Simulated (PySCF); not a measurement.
Molecule: SMILES C(F)(F)(F)/P=P/C[SiH3], C2H5F3P2Si.

Cartesian coordinates in Å; atom numbers follow the order of the lines, from 1:
```xyz
13

F     3.8699   -1.2513    0.3806
C     2.9329   -0.3033    0.2339
F     3.2608    0.3888   -0.8720
F     3.0826    0.5428    1.2662
P     1.2250   -1.0799    0.0754
P     0.2465    0.5010    0.8944
C    -1.4934   -0.0686    0.7243
Si   -2.2395    0.4221   -0.9777
H    -2.0768    0.4040    1.5150
H    -1.5657   -1.1474    0.8506
H    -2.0775    1.8645   -1.1604
H    -3.6543    0.0515   -0.9423
H    -1.5148   -0.3237   -2.0057
```

Frames of a GFN2-xTB Langevin trajectory at 300 K; GIAO PBE0/pcSseg-1 shieldings in PySCF 2.14, gas phase, non-relativistic; equivalent atoms averaged within each frame.

Shifts are taken against calculated references (same method and geometry level): CFCl3 for 19F (σref 170.95); TMS for 13C (σref 186.93) and 29Si (σref 349.16) and 1H (σref 31.72); 31P (σref 318.38) against H3PO4. The references are static minima.

How do the shifts (ppm) fluctuate along the trajectory?

Results:


```
         time (fs)  F1/F3/F4     C2    C7     P6     P5    Si8  H11/H12/H13  H9/H10
optimised geometry     -54.3  141.6  25.2  711.9  561.6  -62.8         4.12    2.95
               250     -28.0  149.7  24.8  717.4  581.7  -79.7         4.36    3.61
               425     -37.0  149.2  31.9  732.2  608.8  -52.4         4.85    3.07
               625     -40.8  147.8  29.4  759.1  596.5  -76.6         4.68    3.73
               800     -50.0  137.4  25.9  828.2  594.2  -72.9         4.17    2.02
              1000     -46.3  143.8  26.9  733.9  593.4  -70.5         4.17    3.03
    mean of frames     -40.4  145.6  27.8  754.2  594.9  -70.4         4.44    3.09
standard deviation       8.6    5.1   2.9   44.0    9.7   10.7         0.31    0.68
```

5 frames give an uncertainty of the mean of about the standard deviation over 2.2 at best, since frames this close in time may not be independent; classical motion lacks zero-point vibration, and the reference would need the same averaging.
